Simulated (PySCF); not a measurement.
C₄H₆O₄Zn, triplet, at the geometry of the source list (a higher spin typed on purpose: for a closed-shell molecule this is an excited state); DF-R2SCAN/6-31G (PySCF).

Here is a job for PySCF.
```python
from pyscf import gto, scf, dft

mol = gto.M(
    atom='''
Zn   -0.01240000   -0.00290000   -0.00260000
C     0.10480000    2.30970000   -2.95830000
C     0.05770000    1.37670000   -1.78380000
O    -0.47040000    0.24540000   -1.89430000
O     0.53630000    1.73330000   -0.67910000
H     0.97560000    2.95270000   -2.87890000
H     0.11610000    1.73880000   -3.88120000
H    -0.79110000    2.92710000   -2.93570000
C    -0.07950000   -2.30380000    2.96360000
C    -0.05920000   -1.37710000    1.78350000
O    -1.01050000   -0.58620000    1.58270000
O     0.90790000   -1.40100000    0.98290000
H     0.93720000   -2.51260000    3.28130000
H    -0.66350000   -1.86480000    3.76610000
H    -0.54900000   -3.23550000    2.65380000
''',
    basis='6-31g',
    spin=2,
    verbose=4,
)

mf = dft.UKS(mol)
mf.xc = 'r2scan'
mf.diis_space = 20
mf = mf.density_fit(auxbasis='def2-universal-jkfit')
mf.kernel()
```

Output, abridged:

```
PySCF version 2.14.0

[INPUT] verbose = 4
[INPUT] num. atoms = 15
[INPUT] num. electrons = 92
[INPUT] charge = 0
[INPUT] spin (= nelec alpha-beta = 2S) = 2
[INPUT] symmetry False subgroup None
[INPUT] Mole.unit = angstrom
[INPUT] Symbol           X                Y                Z      unit          X                Y                Z       unit  Magmom
[...]
nuclear repulsion = 753.193755301265
number of shells = 63
number of NR pGTOs = 290
number of NR cGTOs = 111
basis = 6-31g
ecp = {}

******** <class 'pyscf.df.df_jk.DFUKS'> ********
method = DFUKS
initial guess = minao
damping factor = 0
level_shift factor = 0
DIIS = <class 'pyscf.scf.diis.CDIIS'>
diis_start_cycle = 1
diis_space = 20
diis_damp = 0
SCF conv_tol = 1e-09
SCF conv_tol_grad = None
SCF max_cycles = 50
direct_scf = False
number electrons alpha = 47  beta = 45
XC library pyscf.dft.libxc version 7.1.2
    S. Lehtola, C. Steigemann, M. J. T. Oliveira, and M. A. L. Marques,  SoftwareX 7, 1–5 (2018)
XC functionals = r2scan
    J. W. Furness, A. D. Kaplan, J. Ning, J. P. Perdew, and J. Sun,  J. Phys. Chem. Lett. 11, 8208–8215 (2020)
    J. W. Furness, A. D. Kaplan, J. Ning, J. P. Perdew, and J. Sun,  J. Phys. Chem. Lett. 11, 9248–9248 (2020)
    J. W. Furness, A. D. Kaplan, J. Ning, J. P. Perdew, and J. Sun,  J. Phys. Chem. Lett. 11, 8208–8215 (2020)
    J. W. Furness, A. D. Kaplan, J. Ning, J. P. Perdew, and J. Sun,  J. Phys. Chem. Lett. 11, 9248–9248 (2020)
radial grids:
    Treutler-Ahlrichs [JCP 102, 346 (1995); DOI:10.1063/1.469408] (M4) radial grids

becke partition: Becke, JCP 88, 2547 (1988); DOI:10.1063/1.454033
pruning grids: <function nwchem_prune>
grids dens level: 3
symmetrized grids: False
atomic radii adjust function: <function treutler_atomic_radii_adjust>
small_rho_cutoff = 0
Set gradient conv threshold to 3.16228e-05
tot grids = 192288
init E= -2236.76037462881

cycle= 1 E= -2234.68498867047  delta_E= 2.08  |g|= 1.41  |ddm|= 3.08
cycle= 2 E= -2230.72747398001  delta_E= 3.96  |g|= 3.17  |ddm|= 4.26

cycle= 3 E= -2234.61978074511  delta_E= -3.89  |g|= 1.26  |ddm|= 3.69

cycle= 4 E= -2235.05411406534  delta_E= -0.434  |g|= 0.78  |ddm|= 2.28

cycle= 5 E= -2235.22858872356  delta_E= -0.174  |g|= 0.525  |ddm|= 2.12

cycle= 6 E= -2235.21256200059  delta_E= 0.016  |g|= 0.524  |ddm|=  2.1

cycle= 7 E= -2235.47411639668  delta_E= -0.262  |g|= 0.249  |ddm|= 1.77

cycle= 8 E= -2235.25458856922  delta_E= 0.22  |g|= 0.481  |ddm|= 1.14

cycle= 9 E= -2235.28048950166  delta_E= -0.0259  |g|= 0.411  |ddm|=  2.1

cycle= 10 E= -2235.22474546596  delta_E= 0.0557  |g|= 0.526  |ddm|=  2.1

cycle= 11 E= -2235.22538759976  delta_E= -0.000642  |g|= 0.525  |ddm|= 0.0429

cycle= 12 E= -2235.22323201194  delta_E= 0.00216  |g|= 0.528  |ddm|= 0.018

cycle= 13 E= -2235.23079820478  delta_E= -0.00757  |g|= 0.517  |ddm|= 0.0248

cycle= 14 E= -2235.23968817079  delta_E= -0.00889  |g|= 0.504  |ddm|= 0.0251

cycle= 15 E= -2235.23968870306  delta_E= -5.32e-07  |g|= 0.504  |ddm|= 0.000166

cycle= 16 E= -2235.23973873609  delta_E= -5e-05  |g|= 0.504  |ddm|= 0.000486

cycle= 17 E= -2235.23984537561  delta_E= -0.000107  |g|= 0.504  |ddm|= 0.0055

cycle= 18 E= -2235.23985932356  delta_E= -1.39e-05  |g|= 0.504  |ddm|= 0.00142

cycle= 19 E= -2235.23827551908  delta_E= 0.00158  |g|= 0.506  |ddm|= 0.0076

cycle= 20 E= -2235.24006469  delta_E= -0.00179  |g|= 0.503  |ddm|= 0.0093

cycle= 21 E= -2235.24538550685  delta_E= -0.00532  |g|= 0.496  |ddm|= 0.0218

cycle= 22 E= -2235.25508986598  delta_E= -0.0097  |g|= 0.485  |ddm|= 0.0502

cycle= 23 E= -2235.25241835124  delta_E= 0.00267  |g|= 0.492  |ddm|= 0.0348

cycle= 24 E= -2235.49860048823  delta_E= -0.246  |g|= 0.0883  |ddm|= 1.13

cycle= 25 E= -2235.50111700693  delta_E= -0.00252  |g|= 0.0528  |ddm|= 0.124

cycle= 26 E= -2235.50187908618  delta_E= -0.000762  |g|= 0.0363  |ddm|= 0.0535

cycle= 27 E= -2235.50212493474  delta_E= -0.000246  |g|= 0.0317  |ddm|= 0.0156

cycle= 28 E= -2235.50250575707  delta_E= -0.000381  |g|= 0.022  |ddm|= 0.0195

cycle= 29 E= -2235.50284266067  delta_E= -0.000337  |g|= 0.00466  |ddm|= 0.0339

cycle= 30 E= -2235.50285707948  delta_E= -1.44e-05  |g|= 0.000455  |ddm|= 0.0088

cycle= 31 E= -2235.50285720872  delta_E= -1.29e-07  |g|= 0.0001  |ddm|= 0.000846

cycle= 32 E= -2235.50285721547  delta_E= -6.75e-09  |g|= 3.56e-05  |ddm|= 0.00023

cycle= 33 E= -2235.50285721618  delta_E= -7.15e-10  |g|= 1.43e-05  |ddm|= 7.59e-05

Extra cycle  E= -2235.5028572156  delta_E= 5.81e-10  |g|= 4.11e-05  |ddm|= 5.71e-05
converged SCF energy = -2235.5028572156  <S^2> = 2.0121308  2S+1 = 3.0080763
```
